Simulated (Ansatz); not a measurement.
```xyz
13

C    -0.2878    0.9067   -1.3179
N     0.2040    0.3137   -0.0998
C     0.8021    1.2611    0.8086
In   -0.2876   -1.5128    0.4991
O    -1.2111   -2.9684   -0.4472
F     0.3521   -2.0339    2.2745
H     0.5282    1.4059   -1.8599
H    -0.7108    0.1529   -1.9853
H    -1.0648    1.6635   -1.1310
H     1.1589    0.7654    1.7136
H     0.0967    2.0498    1.1113
H     1.6629    1.7563    0.3371
H    -1.2427   -3.7602    0.0969
```

Charge 0, multiplicity 1. In takes the def2 core potential.

Q: List the PBE0/def2-TZVPP orbital energies in eV (the Gaussian-basis code of Ansatz). (An estimate is asked.)

A: Computed: Occupied: -671.96, -522.47, -391.64, -278.97, -278.87, -128.61, -85.14, -84.88, -84.80, -30.62, -27.24, -25.38, -21.73, -21.69, -21.64, -21.60, -21.42, -20.02, -17.15, -13.85, -12.98, -12.87, -12.70, -11.54, -11.13, -10.68, -10.20, -10.19, -9.51, -9.20, -8.90, -6.54. Lowest empty: -1.71, -0.52, 0.72, 0.81, 1.60, 2.36, 2.79, 2.82.
